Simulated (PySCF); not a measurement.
## Adding and removing an electron: CsCa

PBE; basis Cs def2-SVP with ECP46, Ca def2-SVP; scalar-relativistic core potentials; PySCF 2.14. Neutral (UKS): doublet (σ ↑), Re = 4.651 Å, ωe = 54.6 cm⁻¹, De = 0.23 eV, HOMO -2.30 eV, LUMO -1.88 eV.

CsCa⁺ (UKS): singlet (closed shell), Re = 4.562 Å, ωe = 60.5 cm⁻¹, De = 0.39 eV to Cs⁺ + Ca. The energies at the minima are -697.39778 hartree for CsCa and -697.25759 for CsCa⁺.

(1) Work out the adiabatic ionisation energy, without and with harmonic zero-point energies (1 hartree = 27.2114 eV, 1 eV = 8065.5 cm⁻¹), and the change of the bond length.

Closed-shell solutions of metal pairs were not tested for spin polarisation, which can lower them a little. Weak bonds: CsCa, CsCa⁺. Basis-set superposition, not corrected here, can be much of De in a small basis, most of all at correlated wavefunction levels. Spin–orbit coupling is left out. For an ion De counts to the pair picked by the measured ionisation energies or electron affinities, which need not be the lowest pair at this level. States were picked by a PBE0 search and need not be the measured ground states.

## Answers

(1) At PBE: 0.14019 hartree = 3.815 eV between the minima; the zero-point term (60.5 − 54.6)/2 cm⁻¹ = +0.000 eV makes it 3.815 eV. Re changes by -8.9 pm against the neutral. The electron leaves a σ orbital, and the shorter bond of the ion fits an antibonding orbital, or a change in how ionic the bond is.
